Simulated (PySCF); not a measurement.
## Peak assignment

Mapped SMILES: `[CH2:1]=[C:2]([CH3:3])[C@H:4]([SiH3:5])/[C:6]([F:7])=[CH:8]\[F:9]`. Hydrogens are named by the atom that carries them. Ha(C1) is cis to C3; Hb(C1) is trans to C3.

How the numbers were obtained: shielding tensors at PBE0/pcSseg-1 (GIAO), GFN2-xTB geometry, in PySCF 2.14 (single conformer, one averaged value for each set of equivalent atoms, non-relativistic Hamiltonian, no solvent).

Chemical shifts δ = σref − σ; ¹³C (σ = 186.93 ppm), ¹H (σ = 31.72 ppm) against TMS, all at this level.

Task: Assign these signals to the numbered atoms. ¹³C{¹H} NMR (computed): δ 168.2 (C), 154.1 (C), 147.3 (CH), 117.8 (CH2), 33.4 (CH), 28.2 (CH3).

Result: 
168.2 → C6, fully substituted alkene carbon
154.1 → C2, fully substituted alkene carbon: as expected for a trigonal carbon in a double bond
147.3 → C8, alkene CH: an sp2 carbon of a C=C bond
117.8 → C1, terminal =CH2 carbon: as expected for a trigonal carbon in a double bond
33.4 → C4, allylic sp3 CH bonded to Si
28.2 → C3, allylic methyl carbon: a saturated carbon with 1 carbon neighbour and no heteroatom attached

Task: Assign these signals to the numbered atoms. ¹H NMR (400 MHz, computed): δ 7.44 (m, 1H), 5.45 (br s, 1H), 5.27 (br s, 1H), 4.05 (d, 3H), 2.95 (m, 1H), 2.00 (s, 3H).

Result: 
7.44 → H(C8), hydrogen on an alkene CH: a vinylic proton, deshielded by the sp2 carbon and the C=C anisotropy
5.45 → Hb(C1), hydrogen on a terminal =CH2 carbon: olefinic region
5.27 → Ha(C1), hydrogen on a terminal =CH2 carbon
4.05 → H(Si5), hydrogen on a silicon bonded to C
2.95 → H(C4), hydrogen on an allylic sp3 CH bonded to Si: allylic position
2.00 → H(C3), hydrogen on an allylic methyl carbon: allylic position

Splittings by ¹⁹F in the carbon and heteronuclear signals aren't shown, as no couplings were computed. Shifts are as computed. Against solution values, carbons near 30 ppm lie about +3 ppm off and those near 130 ppm about +5 ppm. Of 1211 compounds with measured shifts, 218 miss one by over three times the rms of a fit or turn the order of signals round; such compounds aren't used in these exercises. No couplings were computed; multiplicities are counted from neighbouring protons, with m where these are inequivalent, close in shift, in a saturated or five-membered ring or joined by F or P, and br s for small geminal =CH2 splittings.
